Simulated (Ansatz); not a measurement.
A nudged elastic band was laid between two geometries of C₃H₁₀FNOSi (17 atoms, charge 0, multiplicity 1).

Level of theory: Ansatz, RHF/cc-pVDZ.

* movable images: 7
* climbing image: yes
* spring: 5.0 eV/Å²
* optimiser: quadratic models (default)
* start path: through a guess of the saddle point
* force threshold: 0.03 eV/Å
* iteration limit: 60
* end points: relaxed

Initial state:

```xyz
17
Properties=species:S:1:pos:R:3
Si -0.216 0.048 0.058
H 0.739 0.288 1.152
F 0.656 -0.751 -1.078
N -0.882 1.514 -0.497
C -2.107 1.574 -1.272
H -2.643 0.629 -1.203
H -2.763 2.362 -0.888
H -1.908 1.785 -2.329
C -0.120 2.747 -0.489
H 0.212 3.029 -1.495
H -0.722 3.570 -0.091
H 0.765 2.651 0.140
O -1.453 -0.967 0.451
C -1.374 -2.359 0.632
H -0.873 -2.601 1.573
H -2.388 -2.753 0.668
H -0.836 -2.838 -0.188
```

Final state:

```xyz
17
Properties=species:S:1:pos:R:3
Si -0.408 -0.073 0.111
H 2.043 0.359 0.923
F 2.771 0.895 1.023
N -1.024 1.346 -0.625
C -2.337 1.533 -1.215
H -2.919 0.621 -1.131
H -2.875 2.342 -0.709
H -2.251 1.800 -2.273
C -0.180 2.528 -0.696
H -0.016 2.831 -1.735
H -0.639 3.370 -0.168
H 0.793 2.337 -0.243
O -1.710 -1.111 -0.045
C -1.771 -2.441 0.395
H -0.838 -2.764 0.867
H -2.580 -2.548 1.118
H -1.973 -3.096 -0.454
```

Problem. What changes between the two ends?

Solution. Bonds broken: Si1–H2, Si1–F3. Bonds formed: H2–F3. C3H10FNOSi becomes C3H9NOSi + FH.

Problem. What energy profile does the band end with?

Solution. The run converged. The highest image is number 4 of 0 to 8, 4.19 eV above the first end and 1.69 eV above the last; the last end lies 2.49 eV above the first. Neighbouring images differ by up to 1.9 eV, so the band resolves the path poorly. A vibrational analysis at the climbing image gives one clearly imaginary mode, 1847i cm⁻¹: a first-order saddle point. The orbitals stay closed-shell, which can raise the energy where a bond breaks towards radicals; this wasn't checked here.

```csv
image,path coordinate (Å),energy (eV),Si1–H2 (Å),Si1–F3 (Å),H2–F3 (Å)
0,0.00,0.00,1.47,1.64,2.46
1,0.40,0.05,1.47,1.64,2.38
2,0.80,0.68,1.47,1.66,2.02
3,1.20,2.56,1.48,1.81,1.61
4,1.60,4.19,1.60,2.05,1.22
5,2.94,2.63,2.58,3.11,0.91
6,4.29,2.56,2.61,3.44,0.91
7,5.64,2.52,2.60,3.50,0.91
8,6.98,2.49,2.62,3.45,0.91
```

Problem. What is the geometry of the highest image?

Solution. 
```xyz
17
Properties=species:S:1:pos:R:3
Si -0.364 0.195 0.391
H 1.157 -0.286 0.540
F 1.158 -0.780 -0.575
N -0.946 1.549 -0.456
C -2.105 1.552 -1.331
H -2.599 0.585 -1.303
H -2.821 2.319 -1.019
H -1.810 1.765 -2.364
C -0.215 2.802 -0.437
H 0.166 3.054 -1.432
H -0.858 3.622 -0.102
H 0.635 2.743 0.243
O -1.568 -0.931 0.277
C -1.450 -2.293 0.611
H -0.861 -2.437 1.520
H -2.452 -2.687 0.779
H -0.979 -2.845 -0.202
```

Run time: 6.8 min on 4 threads of Intel(R) Xeon(R) Platinum 8488C (Sapphire Rapids), on a shared host, peak memory 0.46 GiB.
